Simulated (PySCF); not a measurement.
C₂H₇NSi, SMILES C1NC[SiH2]1.

The structure is a stationary point at PBE0-D3(BJ)/def2-SVP.

Computed with PBE/def2-TZVP run with PySCF.

Symmetry labels are those of the subgroup Cs that the program uses (full group Cs).

Task: List the valence orbital energies around the gap with their symmetry. (An estimate is asked for; the answer gives what the named calculation found.)

Result: 
| orbital | symmetry | energy (eV) |
|---|---|---|
| HOMO−7 | A' | -11.64 |
| HOMO−6 | A' | -10.97 |
| HOMO−5 | A" | -10.14 |
| HOMO−4 | A" | -9.15 |
| HOMO−3 | A' | -8.10 |
| HOMO−2 | A' | -7.15 |
| HOMO−1 | A" | -7.03 |
| HOMO | A' | -5.07 |
| LUMO | A" | -0.60 |
| LUMO+1 | A' | 0.08 |
| LUMO+2 | A' | 0.83 |
| LUMO+3 | A' | 1.06 |
